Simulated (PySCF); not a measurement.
## Energy of Pd²⁺ (palladium, charge +2) between two integer charges

The 4d beta orbital of [Kr] 4d8 is emptied in steps (occupation f), with all orbitals relaxed, ending at [Kr] 4d7. All numbers are calculated (PySCF 2.14, the spin-free X2C one-electron Hamiltonian (Gaussian nucleus), in x2c-TZVPall). The exact energy is a straight line in f; departures are measured from the line between the end points of the same method.

| f | BHandHLYP (eV) | wB97X (eV) | B3LYP (eV) |
| --- | --- | --- | --- |
| 1 | 0.000 | 0.000 | 0.000 |
| 0.75 | -0.491 | -0.396 | -0.960 |
| 0.5 | -0.662 | -0.531 | -1.287 |
| 0.25 | -0.503 | -0.400 | -0.970 |
| 0 | 0.000 | 0.000 | 0.000 |

Problem. For B3LYP, how does the orbital energy at f = 1 compare with the removal energy?

Solution. −ε = 28.380 eV against a total-energy difference of 33.472 eV. By Janak's theorem ε = ∂E/∂f, so the gap between them reflects the curvature. Along the path −ε is 30.889 (f = 0.75), 33.444 (f = 0.5), 36.040 (f = 0.25) eV.

| method | E(f=0) − E(f=1) (eV) | −ε at f=1 (eV) | −ε at f=0.5 (eV) |
| --- | --- | --- | --- |
| BHandHLYP | 33.090 | 30.499 | 33.060 |
| wB97X | 33.241 | 31.154 | 33.228 |
| B3LYP | 33.472 | 28.380 | 33.444 |

Reference removal energy between the ground levels: 32.93 eV (semi-empirical (NIST evaluation); NIST Atomic Spectra Database, ionization energies). The calculation has no spin-orbit coupling. The determinant left behind need not be the lowest term of the ion.
